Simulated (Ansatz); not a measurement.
`[NH2][GeH]` + H–F → `[F][GeH]` + NH₃ at 700 K and 1 bar (ligand exchange at a Ge–N bond).

Calculated with Ansatz (gas phase, PBE0-D4/def2-TZVP geometries, no zero-point term in ΔE). CCSD(T)/CBS adds triple-zeta CCSD(T) − MP2 to the extrapolated MP2 energy (def2 sets, frozen cores). This one scheme is used for every species. For Ge outer-core shells are correlated without core-valence functions, which leaves a few kJ/mol of doubt a bond. Scalar relativity is left out up to krypton.

```tsv
species	CCSD(T)/CBS energy (Eh)	H − E (kJ/mol)	S (J/(mol·K))
`[NH2][GeH]`	-2132.60664	122.8	313.6
H–F	-100.39570	45.2	198.5
`[F][GeH]`	-2176.50038	48.7	290.8
NH₃	-56.50880	116.9	226.5
```

H − E and S are ideal-gas, rigid-rotor, harmonic terms from PBE0-D4/def2-TZVP. 1 Eh = 2625.50 kJ/mol, R = 8.31446 J/(mol·K).

Problem. By hand: ΔE, ΔH, ΔS and ΔG.

Solution. ΔE = (-2176.50038) + (-56.50880) − (-2132.60664) − (-100.39570) = -0.00684 Eh = -18.0 kJ/mol. Δ(H − E) = 48.7 + 116.9 − 122.8 − 45.2 = -2.4, so ΔH = -20.4 kJ/mol. ΔS = 290.8 + 226.5 − 313.6 − 198.5 = 5.2 J/(mol·K). ΔG = -20.4 − 700 × (5.2)/1000 = -24.0 kJ/mol.

Problem. By hand: the equilibrium constant, and the temperature at which ΔG would vanish if ΔH and ΔS stayed fixed.

Solution. log₁₀ K = −ΔG/(RT ln 10) = 1.8. ΔH and −TΔS have one sign here, so there is no such temperature.

The number of gas molecules stays the same, so ΔS is small and ΔH decides. A doubt of 5 kJ/mol in ΔE shifts log₁₀ K by 0.4 here. These are equilibria of isolated gas molecules and say nothing of rates. Largest T1 diagnostic: 0.015 (customary marks: 0.02 for closed shells, 0.045 for open ones).

ΔS is within the doubt of such terms, so its sign, and with it that verdict, could turn.
